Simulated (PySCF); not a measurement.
Molfile (atoms numbered from 1):
```
AsH6PSi
     RDKit          3D

  9  8  0  0  0  0  0  0  0  0999 V2000
   -1.8094    0.5292   -0.6924 P   0  0  0  0  0  0  0  0  0  0  0  0
   -0.0043   -0.5393    0.1662 Si  0  0  0  0  0  4  0  0  0  0  0  0
    1.9127    0.4948   -0.7766 As  0  0  0  0  0  3  0  0  0  0  0  0
   -2.7308   -0.0758    0.2176 H   0  0  0  0  0  0  0  0  0  0  0  0
   -1.6250    1.6852    0.1280 H   0  0  0  0  0  0  0  0  0  0  0  0
    0.0259   -0.5600    1.6616 H   0  0  0  0  0  0  0  0  0  0  0  0
   -0.0445   -1.9493   -0.3288 H   0  0  0  0  0  0  0  0  0  0  0  0
    2.8393   -0.1898    0.2245 H   0  0  0  0  0  0  0  0  0  0  0  0
    1.7553    1.7180    0.1233 H   0  0  0  0  0  0  0  0  0  0  0  0
  1  2  1  0
  2  3  1  0
  1  4  1  0
  1  5  1  0
  2  6  1  0
  2  7  1  0
  3  8  1  0
  3  9  1  0
M  END
```

Calculated, not measured (PySCF 2.14.0 with density-fitted response routines): PBE0-D3(BJ)/def2-SVP geometry, NMR shieldings at PBE0/pcSseg-1/GIAO. Rapidly exchanging positions averaged, relativity neglected, no solvent model, single conformer.

Chemical shifts δ = σref − σ; 1H (σ = 31.27 ppm), 29Si (σ = 351.99 ppm) against TMS; H3PO4 for 31P (σ = 310.13 ppm); 75As (σ = 1910.42 ppm) vs AsH3, all at this level.

| atoms | nucleus | count | Hirshfeld charge | δ (ppm) |
| --- | --- | --- | --- | --- |
| H4/H5 | 1H | 2 | -0.01 | 1.82 |
| H6/H7 | 1H | 2 | -0.08 | ? |
| As3 | 75As | 1 | 0.04 | -35 |
| H8/H9 | 1H | 2 | -0.03 | 1.98 |
| Si2 | 29Si | 1 | 0.20 | -47.6 |
| P1 | 31P | 1 | -0.02 | ? |

Complete the table.

Results:


- H6/H7: 4.74 ppm, hydrogen on a silicon bonded to As, P
- P1: -284.3 ppm, phosphorus bonded to Si, 2 H

Relativistic effects, spin–orbit coupling among them, are left out; they matter for As and for the light atoms bonded to it. Experimental scales use liquid or dissolved standards, which lie at an offset from isolated H3PO4.
